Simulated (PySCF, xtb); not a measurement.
ClH2Si, SMILES [SiH2]Cl (connectivity only; charge and spin as stated), charge +1, multiplicity 1.

Harmonic wavenumbers (cm⁻¹) from GFN2-xTB run with xtb 6.7.1 at its own minimum, in rising order: 439, 669, 670, 749, 2303, 2350.

**Question.** What does B3LYP-D3(BJ)/def2-TZVP (PySCF 2.14.0) give at its own minimum? (An estimate is asked for; the answer gives what the named calculation found.)

**Answer.** 623, 664, 695, 943, 2290, 2355. Paired by order, the mean absolute difference is 71 cm⁻¹ and the zero-point energies are 10.3 and 10.8 kcal/mol.
